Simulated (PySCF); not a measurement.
C₆ coefficients of unlike pairs at PBE0

Calculated with PySCF 2.14 from the dipole response of each species, C₆(A,B) = (3/π) ∫ α_A(iu) α_B(iu) du, in atomic units, from isotropic polarisabilities. For ions this is the dispersion term alone; charge-induced terms of lower order in 1/R come first.

```tsv
species	configuration	basis	relativity	α (bohr³)	C₆ (like pair)
P²⁺	[Ne] 3s2 3p1 (2P)	dyall-acv3z (19s12p6d4f)	none	9.285	33.61
Ar³⁺	[Ne] 3s2 3p3 (4S)	dyall-av2z (13s9p2d)	none	3.573	9.833
Ar⁺	[Ne] 3s2 3p5 (2P)	aug-cc-pwCVTZ (8s7p5d3f)	none	6.937	31.35
P³⁺	[Ne] 3s2 (1S)	aug-cc-pwCVTZ (8s7p5d3f)	none	6.835	17.41
```

(1) Estimate C₆ for P³⁺ with P²⁺.

No spin-orbit coupling is included.

The other pairs:

```csv
pair,C₆
"Ar³⁺, P²⁺",17.23
"Ar⁺, Ar³⁺",17.49
"P³⁺, Ar³⁺",12.33
"Ar⁺, P²⁺",31.51
"P³⁺, Ar⁺",22.57
```

Results:

(1) The integral gives 24.18. The combination rule 2 C_A C_B / (C_A α_B/α_A + C_B α_A/α_B) gives 24.19 and the geometric mean 24.19.
